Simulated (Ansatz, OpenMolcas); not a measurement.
# ZrO2 (zirconia): the vertical energy of the triplet above the singlet, rung by rung

The species is ZrO2 (3 atoms), meant as a singlet with charge 0. As SMILES, `[O]=[Zr]=[O]`. Geometry: relaxed at PBE0-D4/def2-TZVP.

```
atom    x (Å)    y (Å)    z (Å)
   O   0.6545   1.2525   0.3884
  Zr   0.3485  -0.4817   0.3518
   O  -1.0030  -0.7708  -0.7401
```

Quantity: the vertical energy of the triplet above the singlet, in eV. The values are calculated.

| level | kind | program | value (eV) | CPU time (all runs) |
| --- | --- | --- | --- | --- |
| HF/def2-TZVP (core potential) | Hartree–Fock | Ansatz | 1.02 | 39 s |
| SVWN5/def2-TZVP (core potential) | LDA | Ansatz | 2.16 | 16 s |
| PBE/def2-TZVP (core potential) | GGA | Ansatz | 2.02 | 42 s |
| M06-L/def2-TZVP (core potential) | meta-GGA | OpenMolcas | 2.25 | 91 s |
| PBE0/def2-TZVP (core potential) | global hybrid | OpenMolcas | 2.04 | 64 s |
| wB97M-V/def2-TZVP (core potential) | range-separated hybrid | Ansatz | 2.31 | 3.2 min |
| RPA@PBE/def2-TZVP (core potential) | RPA | Ansatz | 1.70 | 61 s |
| MP2/def2-TZVP (core potential) | perturbation theory | Ansatz | 3.17 | 38 s |
| CCSD(T)/def2-TZVP (core potential) | coupled cluster or CI | Ansatz | 2.17 | 4.3 min |

Spin-orbit coupling, which can split open shells on such heavy atoms by tenths of an eV, is left out. The values span 1.02 to 3.17 eV. The coupled-cluster rows rest on a doubtful reference here (large T1 or Brueckner and Hartree–Fock orbitals at odds), and rows may lie in different states. CPU times are rough (shared hosts, several kinds of processor): they show what a rung costs within a factor of a few.
